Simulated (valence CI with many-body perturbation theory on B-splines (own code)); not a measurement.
## Tc30+: fill in the table

Level of theory: configuration interaction combined with many-body perturbation theory (CI+MBPT): three valence electrons over a frozen Dirac-Fock core [Ne], a basis of 11 s, 11 p, 10 d, 8 f, 5 g, 2 h functions for each j, with the one-electron correlation potential Σ1 (screened to all orders), the two-electron term Σ2, the three-electron term Σ3, Breit, model QED; selected single and double excitations, second order for the rest, scaled by the run's own slope (own B-spline code, finite nucleus).

The last digits are not significant, and no measured levels were compared; by estimate large intervals hold to a few tenths of a per cent, small ones and those within an open d or f shell to about a per cent.

```
                     Level  E (eV)
        (3s^2 3p1/2) J=1/2    0.00
        (3s^2 3p3/2) J=3/2   28.29
        (3s 3p1/2^2) J=1/2       ?
(3s 3p1/2 3p3/2) J=3/2 [a]   87.96
    (3s 3p1/2 3p3/2) J=5/2   95.23
(3s 3p1/2 3p3/2) J=3/2 [b]  107.04
    (3s 3p1/2 3p3/2) J=1/2       ?
        (3s 3p3/2^2) J=5/2  121.17
        (3s^2 3d3/2) J=3/2       ?
        (3s 3p3/2^2) J=1/2  144.65
        (3s 3p3/2^2) J=3/2  150.85
        (3s^2 3d5/2) J=5/2       ?
     (3p1/2^2 3p3/2) J=3/2  182.16
(3s 3p1/2 3d3/2) J=3/2 [a]  194.55
    (3s 3p1/2 3d3/2) J=5/2       ?
     (3p1/2 3p3/2^2) J=3/2  202.60
(3s 3p1/2 3d5/2) J=5/2 [a]  202.78
    (3s 3p1/2 3d5/2) J=7/2  208.85
(3s 3p1/2 3d3/2) J=3/2 [b]       ?
    (3s 3p1/2 3d3/2) J=1/2  211.30
```

Levels are named by their leading jj configuration (3d3/2^4 stands for four electrons in 3d with j = 3/2), which in mixed levels can hold well under half, so a name can repeat and another be missing. Letters in brackets count levels of one name in rising energy.

(1) The levels stand in rising order. What does the calculation give for the missing energies?

Results:

(1) (3s 3p1/2^2) J=1/2 69.69; (3s 3p1/2 3p3/2) J=1/2 116.18; (3s^2 3d3/2) J=3/2 141.19; (3s^2 3d5/2) J=5/2 151.51; (3s 3p1/2 3d3/2) J=5/2 196.71; (3s 3p1/2 3d3/2) J=3/2 [b] 211.02.
